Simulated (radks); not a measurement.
Values are calculated unless marked as measured or tabulated.
Q: The mean radii <r> (bohr) of the occupied orbitals of an atom or ion are listed with their occupations. Level of theory: scalar-relativistic Kohn-Sham, revPBE, spin-polarised, spherical densities, finite nucleus; Fermi nuclear charge, rms radius of each element as measured or else 0.836 A^(1/3) + 0.57 fm (a radial shooting solver on a logarithmic mesh with Libxc functionals).

| orbital | occ. | <r> |
|---|---|---|
| 1s up | 1 | 0.02037 |
| 1s down | 1 | 0.02037 |
| 2s up | 1 | 0.08647 |
| 2s down | 1 | 0.08647 |
| 2p up | 3 | 0.07672 |
| 2p down | 3 | 0.07672 |
| 3s up | 1 | 0.2254 |
| 3s down | 1 | 0.2253 |
| 3p up | 3 | 0.2245 |
| 3p down | 3 | 0.2245 |
| 3d up | 5 | 0.2038 |
| 3d down | 5 | 0.2037 |
| 4s up | 1 | 0.5082 |
| 4s down | 1 | 0.5082 |
| 4p up | 3 | 0.5391 |
| 4p down | 3 | 0.5392 |
| 4d up | 5 | 0.5837 |
| 4d down | 5 | 0.5841 |
| 5s up | 1 | 1.250 |
| 5s down | 1 | 1.255 |
| 5p up | 3 | 1.480 |
| 5p down | 3 | 1.490 |
| 4f up | 7 | 0.8127 |
| 4f down | 5 | 0.8299 |

Name the element and its charge. Open shells, if any, are filled with parallel spins first.

A: Z = 68, erbium, charge +2: Er2+ in [Xe] 4f12. The 1s radius gives Z: for a bare nucleus <r> = (2 gamma + 1)/(2Z) with gamma = sqrt(1 - (Z/c)^2), 0.02012 bohr for Z = 68, and screening makes it slightly larger (0.02037 here). The occupations add up to 66, and the charge is Z minus that.
